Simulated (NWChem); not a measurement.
Species: CH₄O₂Si; SMILES C1O[SiH2]O1

```xyz
8

C      0.0000     0.0000    -1.2498
O      0.0000     1.1143    -0.3358
Si     0.0000     0.0000     0.9306
O      0.0000    -1.1143    -0.3358
H     -0.9040     0.0000    -1.8694
H      0.9040     0.0000    -1.8694
H      1.2110     0.0000     1.7911
H     -1.2110     0.0000     1.7911
```
Atoms are numbered in this order, from 1.

Results from NWChem. All runs use the structure optimised with B3LYP/6-31G* (spherical d). Hybrids' shares of exact exchange are those that their runs print; pure functionals count as 0. The functionals differ in more than this share.

```
row                     share of exact exchange  highest occupied level (eV)
----------------------  -----------------------  ---------------------------
PBE/def2-TZVP                              0.00                        -6.50
BLYP/def2-TZVP                             0.00                        -6.44
B3LYP/def2-TZVP                            0.20                     withheld
PW6B95/def2-TZVP                           0.28                        -8.18
Hartree-Fock/def2-TZVP                     1.00                       -11.81
```

Q: Fit a straight line of the last column on the one before it, predict the withheld value, and compare with the run.

A: 
1. Means of the 4 shown rows: x = 0.320, y = -8.232. Slope Σ(x − x̄)(y − ȳ)/Σ(x − x̄)² = -3.563/0.6688 = -5.327; intercept -6.528.
2. The shown rows scatter about the line by 0.095 (root mean square); the largest residual is -0.16, at PW6B95/def2-TZVP.
3. At x = 0.20 (B3LYP/def2-TZVP; inside the shown range) the line gives -7.59.
4. The run gives -7.81, -0.22 from the line, 2.3 times the scatter.
